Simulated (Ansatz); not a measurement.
Molecule: sum formula H3BPO2, net charge 0, doublet state. It need not be the lowest isomer of its formula. SMILES: OB(O)[PH]
Structure (B3LYP-D3(BJ)/def2-TZVP (Ansatz, a program for electronic structure) minimum search):
```
B
O 1 1.3618
H 2 0.9599 1 113.99
O 1 1.3634 2 115.61 3 180.00
H 4 0.9606 1 114.69 2 180.00
P 1 1.9614 2 124.83 3 0.00
H 6 1.4239 1 96.03 2 0.00
```
Charge 0, spin multiplicity 2.

Parts of the frozen-core correlation energy in cc-pwCVTZ (Ansatz, hartree). Frozen orbitals: 8; correlated occupied orbitals by spin: 12 and 11; virtual: 210 and 211. UHF or UKS for open shells. Spin-orbit coupling is left out. Non-relativistic.

```
term                            value
-------------------------  ----------
reference (HF)             -517.07432
MP2 opposite-spin                 [?]
MP2 same-spin                     [?]
CCSD correlation             -0.74264
(T)                               [?]
T1 diagnostic                   0.015
largest doubles amplitude       0.026
<S^2> of the reference          0.767
```

What belongs in the gaps?


- MP2 opposite-spin, value: -0.53950
- MP2 same-spin, value: -0.17716
- (T), value: -0.02968
